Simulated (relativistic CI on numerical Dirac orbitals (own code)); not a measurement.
# Kr²⁺: from the plainest model towards the measured levels

Calculated with a relativistic CI code on KLI orbitals (one set per configuration, finite nucleus), adding one ingredient at a time: step 1, Dirac-Coulomb, each configuration alone; step 2, with Breit and QED terms; step 3, with configuration mixing; step 4, with scaled Slater integrals (0.85); step 5, with a P86 correlation estimate; step 6, tied to the ionisation limit. P86 is a density functional for the correlation energy, evaluated here for each configuration and added to its levels. Step 6 is semi-empirical: configurations made of the next ion and one excited electron move by -6468 cm⁻¹, so that their limit matches the tabulated ionisation energy, and those with a non-penetrating f or g electron also take the P86 value of the least penetrating other one.

Configurations in the expansion (outside the closed core [Ar] 3d10): 4s2 4p4, 4s 4p5, 4s2 4p3 4d, 4s2 4p3 5s, 4s2 4p3 5p, 4p6, 4s2 4p3 4f, 4s 4p4 4d, 4s2 4p3 6s, 4s2 4p3 5d, 4s 4p4 4f, 4s2 4p3 6p, 4s2 4p3 6d, 4s2 4p3 5f, 4s2 4p2 4d2, 4s2 4p 4d3, 4s2 4p 4d2 5s, 4s2 4p 4d2 5p, 4s2 4p 4d2 4f, 4s 4p2 4d3.

Computed minus measured energy above the ground level, in cm⁻¹, for 16 of the 56 excited levels that pair in every step (one J of a term; a digit in brackets numbers repeated terms):

```tsv
Configuration	Term	J	Measured	Step 1	Step 2	Step 3	Step 4	Step 5	Step 6
4s2 4p4	3P	1	4548	14	-72	-209	-112	-110	-110
4s2 4p4	1D	2	14644	2672	2603	1983	169	177	175
4s2 4p4	1S	0	33080	6238	6153	1075	-2381	-2370	-2364
4s 4p5	3P°	2	115931	19795	19569	3824	6989	8078	6279
4s2 4p3 4d	5D°	0	138447	-7091	-7256	1865	3698	6476	96
4s2 4p3 5s	5S°	2	145719	-6679	-6747	1852	2365	7412	985
4s2 4p3 5s	3S°	1	151580	-4633	-4699	3525	2805	7863	1442
4s2 4p3 4d	1S°	0	154400	-1065	-1247	9353	7486	10262	3814
4s2 4p3 4d	3G°	3	159996	-1802	-1964	6691	4568	7355	930
4s2 4p3 4d	1G°	4	162841	-842	-1026	7988	5322	8103	1675
4s2 4p3 5s	3D°	1	163269	-835	-880	6556	3596	8324	1909
4s2 4p3 5p	5P	1	175544	-7977	-8073	295	789	6441	20
4s2 4p3 5s	3P°	0	178244	119	37	8224	3290	7698	1320
4s2 4p3 5p	3F	3	193825	-3330	-3439	4595	1789	7449	1027
4s2 4p3 5p	1F	3	194963	-2581	-2702	5396	2476	8134	1711
4s2 4p3 5p	3D	3	195478	-3903	-4017	4222	1305	6960	538
```

Mean absolute errors in cm⁻¹, over all paired levels and for the configurations:

```csv
"Configuration, levels",Step 1,Step 2,Step 3,Step 4,Step 5,Step 6
"all, 56",4991,5003,5743,3671,7106,1433
"4s2 4p4, 4",2292,2247,849,715,713,712
"4s 4p5, 3",19992,19709,3780,6930,8033,6192
"4s2 4p3 4d, 30",4421,4429,7726,4797,7692,1347
"4s2 4p3 5s, 7",2314,2329,5784,3075,7978,1579
"4s2 4p3 5p, 12",5130,5240,2884,1371,7029,616
```

Measured levels: Saloman, J. Phys. Chem. Ref. Data 36, 215 (2007).

The mean absolute error is lowest at step 6 (1433 cm⁻¹), and the largest single drop is from step 5 to 6 (7106 to 1433). Terms of the ground configuration are off by 2292 at first, 849 with mixing and 715 after scaling, which stands in for the correlation that narrows term splittings. The Breit and QED terms change the top of the ground term (measured 5313) from 5557 to 5472. Mixing lowers the ground level by 11213; relative to it the configurations that move most are 4s 4p5 by -15929, 4s2 4p3 5p by +8123, 4s2 4p3 4d by +7830. Configurations whose own partners of that kind are not in the list rise by much of that lowering, so a short list can trade one imbalance for another. The P86 estimate moves 4s2 4p3 5p by +5658, 4s2 4p3 5s by +4903, 4s2 4p3 4d by +2895, and takes the mean absolute error of the excited configurations from 3898 to 7597; it adds to levels that were already too high. Step 6 takes that error from 7597 to 1489; the error more than halves for 4s2 4p3 4d, 4s2 4p3 5s, 4s2 4p3 5p.
